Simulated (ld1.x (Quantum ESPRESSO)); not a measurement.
# Transferability test, TM semilocal potential for Er (Z = 68)

ld1.x (Quantum ESPRESSO) 7.5 input, shortened:

```
&input
   title='Er', zed=68., rel=1, dft='PZ', iswitch=3,
   config='[Xe] 4f12 5d0 6s1.75 6p0'
 /
 &inputp
   pseudotype=1, tm=.true., lloc=2,
   nlcc=.true.
 /
4
5S  1  0   2.00   0.00  1.40  1.40  0.0
5P  2  1   6.00   0.00  2.00  2.00  0.0
4F  4  3  12.00   0.00  1.05  1.05  0.0
5D  3  2   0.00   0.00  2.65  2.65  0.0
 &test
   configts(1)='4f12 5s2 5p6 5d0 6s1.75 6p0'
 /
```

Occupied shells without a wave of their own: 6s. They enter only through the test configuration that unscreens the potential, and ld1.x also counts them in the model core charge.

Energies are relative to the spin-unpolarised reference configuration 4f12 5s2 5p6 5d0 6s1.75 6p0; without spin polarisation the order of configurations can differ from experiment. Spin-polarised rows fill each open shell by Hund’s rule, majority spin first. The frozen-core shift is the all-electron ΔE with the core orbitals held at their reference shape minus the fully relaxed ΔE.

ld1.x takes every shell without a wave as core, so the model core holds the 6s electrons as well and exchange and correlation see them twice. This cancels in the reference configuration, but the file is broken for other ones, and its errors say nothing about a proper core correction.

```csv
valence configuration,charge,ΔE all-electron (eV),error AE − PS (meV),frozen-core shift (meV)
4f12 5s2 5p6 5d0 6s2 6p0,0,-1.155,+9.0,-0.6
4f12 5s2 5p6 5d0 6s1 6p0,+1,5.450,-140,+2.7
4f12 5s2 5p6 5d0 6s0 6p0,+2,17.616,-761,+8.7
4f11 5s2 5p6 5d1 6s2 6p0,0,3.663,-28,+6.0
4f12 5s2 5p6 5d0 6s0 6p2,0,4.885,-145,+2.5
4f12 5s2 5p5 5d0 6s2 6p0,+1,30.841,-25,+42
4f11 5s2 5p6 5d0 6s0 6p0,+3,44.165,-1020,+4.4
4f12 5s2 5p6 5d0 6s1.75 6p0 (spin-polarised),+0.25,-0.721,+107,+1.9
4f12 5s2 5p6 5d0 6s2 6p0 (spin-polarised),0,-1.861,+117,+1.3
```

These tests converged, but a pseudo level misses the all-electron one widely, so the file describes the atom poorly there or has found another state: 4f12 5s2 5p6 5d0 6s1 6p0: empty 6p by 3.9 eV; 4f12 5s2 5p6 5d0 6s0 6p0: empty 6p by 7.1 eV; 4f11 5s2 5p6 5d0 6s0 6p0: empty 6p by 7.5 eV. A variational frozen-core shift is positive and of second order in the change. This column holds negative values, so the frozen-core run of ld1.x carries numerical noise or an error of first order here, and the column gives no more than the rough size of the effect.
